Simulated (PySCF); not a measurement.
All values below come from PBE-D3(BJ)/def2-TZVP // B3LYP-D3(BJ)/def2-TZVP in PySCF. All species are isolated molecules in the gas phase. One relaxed conformer stands for a flexible species; it need not be the lowest. Delta-SCF ions had no search for a lower state. 

Reference species (SMILES): `C#CCO` (neutral, multiplicity 1).

```
Item                                      Result
--------------------------------------  --------
LUMO                                    -0.69 eV
HOMO                                    -6.49 eV
HOMO–LUMO gap                            5.80 eV
vertical ionisation energy (Delta-SCF)   9.86 eV
```

After one change: the LUMO rises by 0.66 eV; the HOMO rises by 1.22 eV; the HOMO–LUMO gap falls by 0.56 eV; the vertical ionisation energy (Delta-SCF) falls by 0.93 eV.

Problem. Which change was made? The new species is one of these.
A. `C#C[SiH3]`
B. `C#C[S@@](C)=O`
C. `C#CN`
D. `C#CSC`

Solution. C, `C#CN`
